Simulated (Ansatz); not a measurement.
`[SiH3][SiH2][GeH2][SiH2][GeH3]` + `O[SiH2]O` → `[GeH3][SiH2][GeH3]` + `O[SiH2]O[SiH2][SiH3]`  (redistribution)

Calculated with Ansatz (gas phase, PBE0-D4/def2-TZVP geometries, no zero-point term in ΔE). CCSD(T)/CBS adds triple-zeta CCSD(T) − MP2 to the extrapolated MP2 energy (def2 sets, frozen cores). DFT in def2-TZVPP. For Ge outer-core shells are correlated without core-valence functions, which leaves a few kJ/mol of doubt a bond. Scalar relativity is left out up to krypton. Each species was taken in one conformer, which may not be the lowest.

```tsv
level	ΔE (eV)
PBE-D4	-0.45
MP2/CBS(def2)	-0.63
```

What does CCSD(T)/CBS give? (Best estimate.)

The calculation gave: -0.64 eV. The listed levels differ from it by 0.19, 0.01 eV.

Largest T1 diagnostic among the species: 0.013.

From PBE to PBE0 (25 % exact exchange), in def2-TZVPP and without D4, ΔE moves by −0.06 eV. The D4 term adds +0.09 eV with B3LYP and +0.05 eV with PBE0; it sums over pairs of atoms, weighted by their polarisabilities, and B3LYP, whose exchange is more repulsive, gets the larger term. In def2-TZVPP, CCSD(T) changes the Hartree–Fock value by +0.38 eV (the triples alone add +0.06 eV) and MP2 by +0.39 eV.

B3LYP here is the variant with VWN-RPA as its local correlation; programs differ in this.
